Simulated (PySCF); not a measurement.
2,2-difluoro-4-methyl-1,3-dioxole (C₄H₄F₂O₂), SMILES O1C(F)(F)OC=C1C.

Geometry: PBE0-D3(BJ)/def2-SVP. The values are those of a single conformer.

These are PySCF with SMD-B3LYP/def2-SVP values and carry that method's errors.

Solvation free energies are E(SMD) − E(gas) at the gas-phase geometry, for 1 M in both phases. In vacuum the dipole moment is 3.47 D.

Computed solvation free energies in water, benzene, diethylether:
| solvent | ΔG(solv) (kcal/mol) | its non-electrostatic (CDS) part | dipole (D) |
|---|---|---|---|
| water | -0.4 | 5.1 | 4.29 |
| benzene | -2.7 | -0.8 | 3.83 |
| diethylether | -3.7 | -0.8 | 4.01 |
